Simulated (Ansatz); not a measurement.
Relaxation of BeCl2(NH3)2 (BeN2Cl2H6) with RKS PBE0-D4/def2-SVP.

```sh
$ ansatz run in.yaml --threads 4 --pin off --events-out ev --progress --plain --max-ram 3916MiB
```

```yaml
crystal:
  periodic: [false, false, false]
  atoms:
    - {symbol: Be, position_ang: [0.672030, 0.003940, 0.466530]}
    - {symbol: Cl, position_ang: [0.271350, 0.008140, 2.328730]}
    - {symbol: Cl, position_ang: [2.282170, 0.005960, -0.549380]}
    - {symbol: N, position_ang: [-0.291410, 1.466410, -0.210770]}
    - {symbol: H, position_ang: [-1.266580, 1.503560, 0.064870]}
    - {symbol: H, position_ang: [-0.225410, 1.571290, -1.217870]}
    - {symbol: H, position_ang: [0.160900, 2.276600, 0.200120]}
    - {symbol: N, position_ang: [-0.287310, -1.469530, -0.193860]}
    - {symbol: H, position_ang: [-0.376880, -1.513450, -1.203040]}
    - {symbol: H, position_ang: [-1.203440, -1.579360, 0.227650]}
    - {symbol: H, position_ang: [0.264580, -2.273570, 0.087020]}
basis:
  gaussian: {orbitals: def2-SVP}
hamiltonian: {xc: pbe0, dispersion: d4}
scf: {omitted_lower_state_checks: [starts]}
output: {orbitals: {seedname: orbitals}}
relax: {f_tol: 0.02, max_steps: 100}
```

Run time 8 s (4 threads of Arm Neoverse V2 on a shared host).

Positions (Å) and forces (eV/Å) at steps 1, 2, 3, 4, 5 of 5:

```xyz
11
step=1 energy=-28507.7807 eV
Be    0.672    0.004    0.467   -1.208   -0.007   -0.837
Cl    0.271    0.008    2.329    0.069    0.006    0.793
Cl    2.282    0.006   -0.549    0.773   -0.001   -0.212
N    -0.291    1.466   -0.211    0.257   -0.457    0.142
H    -1.267    1.504    0.065   -0.244    0.004    0.095
H    -0.225    1.571   -1.218    0.036    0.012   -0.236
H     0.161    2.277    0.200    0.133    0.226    0.130
N    -0.287   -1.470   -0.194    0.235    0.458    0.186
H    -0.377   -1.513   -1.203    0.002   -0.001   -0.259
H    -1.203   -1.579    0.228   -0.221   -0.018    0.120
H     0.265   -2.274    0.087    0.169   -0.222    0.079
11
step=2 energy=-28507.8642 eV
Be    0.624    0.004    0.434   -0.663   -0.005   -0.454
Cl    0.320    0.011    2.343   -0.006    0.002    0.371
Cl    2.311    0.004   -0.508    0.351    0.000   -0.138
N    -0.300    1.473   -0.216    0.171   -0.307    0.108
H    -1.278    1.525    0.066   -0.055    0.012    0.018
H    -0.233    1.586   -1.226    0.005    0.015   -0.055
H     0.171    2.274    0.205    0.041    0.033    0.038
N    -0.295   -1.476   -0.200    0.162    0.309    0.124
H    -0.380   -1.532   -1.213   -0.003   -0.012   -0.059
H    -1.214   -1.597    0.223   -0.052   -0.016    0.023
H     0.274   -2.270    0.093    0.050   -0.032    0.024
11
step=3 energy=-28507.8836 eV
Be    0.546    0.003    0.381    0.261    0.003    0.186
Cl    0.306    0.012    2.336   -0.014    0.003    0.051
Cl    2.297    0.003   -0.519    0.048   -0.003   -0.032
N    -0.296    1.420   -0.215   -0.140    0.386   -0.083
H    -1.274    1.504    0.069    0.044    0.018   -0.006
H    -0.223    1.562   -1.224    0.005    0.013    0.039
H     0.208    2.192    0.232   -0.060   -0.028   -0.049
N    -0.293   -1.424   -0.196   -0.130   -0.389   -0.093
H    -0.376   -1.507   -1.211    0.010   -0.019    0.038
H    -1.208   -1.576    0.232    0.044   -0.011   -0.012
H     0.313   -2.189    0.115   -0.066    0.027   -0.039
11
step=4 energy=-28507.9007 eV
Be    0.554    0.003    0.387   -0.058   -0.001   -0.037
Cl    0.302    0.021    2.340   -0.007   -0.009   -0.015
Cl    2.300   -0.005   -0.524   -0.019    0.008   -0.002
N    -0.304    1.461   -0.216    0.018    0.000   -0.013
H    -1.275    1.568    0.079    0.002   -0.024    0.017
H    -0.240    1.617   -1.223    0.015   -0.018   -0.004
H     0.221    2.214    0.231    0.013    0.075    0.017
N    -0.297   -1.465   -0.202    0.000    0.001    0.015
H    -0.366   -1.571   -1.215    0.016    0.022   -0.002
H    -1.213   -1.631    0.215   -0.001    0.019    0.017
H     0.317   -2.211    0.127    0.022   -0.073    0.006
11
step=5 energy=-28507.9023 eV
Be    0.548    0.003    0.383    0.015    0.000    0.009
Cl    0.293    0.015    2.336   -0.006    0.000    0.009
Cl    2.293    0.000   -0.530    0.007    0.000   -0.008
N    -0.298    1.467   -0.216    0.000   -0.019   -0.001
H    -1.272    1.561    0.073   -0.012    0.008    0.002
H    -0.227    1.616   -1.222    0.002    0.004   -0.008
H     0.216    2.227    0.234    0.001    0.009    0.003
N    -0.294   -1.471   -0.198   -0.002    0.018    0.000
H    -0.371   -1.565   -1.210   -0.002   -0.008   -0.011
H    -1.207   -1.631    0.228   -0.007   -0.004    0.005
H     0.319   -2.224    0.121    0.003   -0.009    0.000
```
